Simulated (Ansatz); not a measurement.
The pair A = H2S (SMILES S) (first 3 atoms), B = HI (SMILES I); geometry from B3LYP-D3(BJ)/def2-TZVP.
(charge 0, multiplicity 1):
```xyz
5

S     -0.0946     0.0723     0.1021
H      0.0562     1.4018     0.2197
H     -1.3905     0.1264     0.4512
I      0.7838    -0.2015     4.1056
H      0.5061    -0.1773     2.4961
```

Cores are frozen in the correlated methods. Filled d and f shells under p-block atoms count as core.

Codes used: Ansatz (a first-principles code). Values without a source in brackets are computed. In def2 rows elements past Kr take small-core potentials, without spin–orbit coupling.

Total energies (hartree), monomers frozen at their geometry in the pair:

| structure | PBE/def2-TZVPPD | MP2/def2-QZVPPD | CCSD(T)/def2-QZVPPD |
|---|---|---|---|
| AB | -697.5258751 | -696.3446691 | -696.4011273 |
| A in the pair's basis | -399.2293410 | -398.9272865 | -398.9586766 |
| B in the pair's basis | -298.2918736 | -297.4133512 | -297.4394865 |
| A | -399.2292670 | -398.9271138 | -398.9585370 |
| B | -298.2918402 | -297.4132659 | -297.4394159 |

Task: Work out the interaction energy without and with the counterpoise correction, and the superposition error, for each level.

Result: 
E(AB) − E(A) − E(B), times 627.509 kcal/mol, with the monomers in their own basis and then in the pair's basis:
- PBE/def2-TZVPPD: -2.99 uncorrected, -2.92 corrected; the monomers gain 0.07 kcal/mol from borrowed functions
- MP2/def2-QZVPPD: -2.69 uncorrected, -2.53 corrected; the monomers gain 0.16 kcal/mol from borrowed functions
- CCSD(T)/def2-QZVPPD: -1.99 uncorrected, -1.86 corrected; the monomers gain 0.13 kcal/mol from borrowed functions
